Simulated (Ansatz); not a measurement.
Frontier orbitals of H3InS3 (`[SH][In]([SH])[SH]`).

Z-matrix (Å, degrees):
```
In
S 1 2.375
S 1 2.375 2 120.0
S 1 2.375 2 120.0 3 -180.0
H 2 1.344 1 93.3 3 -0.5
H 3 1.344 1 93.3 2 179.5
H 4 1.344 1 93.3 2 -0.5
```

Charge 0, multiplicity 1. Correlated methods include outer-core shells of In, which these sets cover unevenly. In: def2 effective core potential. All single points use the PBE0-D4/def2-TZVP geometry. It is one conformer, not always the lowest. Basis def2-TZVPP, Ansatz 0.2.0.

| functional | HOMO (eV) | LUMO (eV) | gap (eV) |
| --- | --- | --- | --- |
| PBE | -6.40 | -2.56 | 3.84 |
| revPBE | -6.35 | -2.46 | 3.89 |
| PBE0 | -7.62 | -1.72 | 5.90 |
| HSE06 (plane-wave form) | -7.22 | -2.09 | 5.13 |
| CAM-B3LYP | -8.92 | -0.78 | 8.14 |
| LC-ωPBE | -10.37 | 0.42 | 10.79 |
| ωB97M-V | -9.80 | 0.14 | 9.94 |

From PBE to PBE0 the HOMO moves by −1.22 eV and the LUMO by +0.84 eV, and with ωB97M-V by −3.40 and +2.70 eV, so the gap grows from 3.84 to 9.94 eV with exact exchange. A positive LUMO is unbound and depends on the basis.

LC-ωPBE has ω = 0.4 bohr⁻¹.
